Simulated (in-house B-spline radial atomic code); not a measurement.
Configurations of Ni⁴⁺, with energies counted from [Ar] 3d6. Method: non-relativistic HSE06, spin-polarised, spherical fractional occupations, exact exchange averaged over the configuration, point nucleus. Calculated with a B-spline radial code for spherical atoms. Shells without spins written out take the highest spin.

Occupations are held fixed; configurations that lie above the ionisation limit could autoionise.

```csv
configuration,E - E(ref) (eV),highest orbital,its <r> (bohr)
[Ar] 3d5 4d1,44.204,4d up,2.633
[Ar] 3d5 4f1,54.507,4f up,3.385
[Ne] 3s2 3p5 3d7,64.193,3d down,0.8485
[Ne] 3s2 3p5 3d6 4f1,118.85,4f up,3.379
```

(1) Order these further configurations by energy, lowest first.
A. [Ne] 3s2 3p5 3d6 4p1
B. [Ne] 3s2 3p5 3d6 4d1
C. [Ne] 3s2 3p5 3d6 4s1
D. [Ar] 3d5 4p1
E. [Ar] 3d5 4s1

Answers

(1) E (20.889 eV), D (30.343 eV), C (85.115 eV), A (94.593 eV), B (108.52 eV).
